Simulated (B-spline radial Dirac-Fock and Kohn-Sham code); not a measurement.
X-ray form factors of thallium in several charge states

Calculated with a radial finite-basis atomic code, using configuration-average Dirac-Fock orbitals.

Configurations: Tl¹⁹⁺ [Kr] 4d10 4f14 5s2; Tl²²⁺ [Kr] 4d10 4f13; Tl²³⁺ [Kr] 4d10 4f12; Tl²⁴⁺ [Kr] 4d10 4f11. The first column is f₀ of Tl¹⁹⁺, the others are differences from it.

```
s (Å⁻¹)   Tl¹⁹⁺  Δ Tl²²⁺  Δ Tl²³⁺  Δ Tl²⁴⁺
      0  62.000   -3.000   -4.000   -5.000
   0.05  61.834   -2.965   -3.958   -4.952
    0.1  61.342   -2.862   -3.836   -4.812
   0.15  60.538   -2.696   -3.639   -4.585
    0.2  59.443   -2.478   -3.379   -4.285
   0.25  58.087   -2.219   -3.068   -3.925
    0.3  56.506   -1.934   -2.723   -3.522
   0.35  54.736   -1.635   -2.358   -3.095
    0.4  52.819   -1.336   -1.990   -2.660
   0.45  50.794   -1.051   -1.633   -2.233
    0.5  48.700   -0.787   -1.297   -1.828
    0.6  44.438   -0.354   -0.726   -1.120
    0.7  40.267   -0.064   -0.314   -0.585
    0.8  36.354   +0.090   -0.058   -0.228
    0.9  32.797   +0.141   +0.069   -0.021
      1  29.642   +0.127   +0.108   +0.075
    1.1  26.899   +0.082   +0.097   +0.102
    1.2  24.550   +0.031   +0.065   +0.092
    1.4  20.892   -0.034   +0.007   +0.048
    1.6  18.331   -0.042   -0.008   +0.026
```
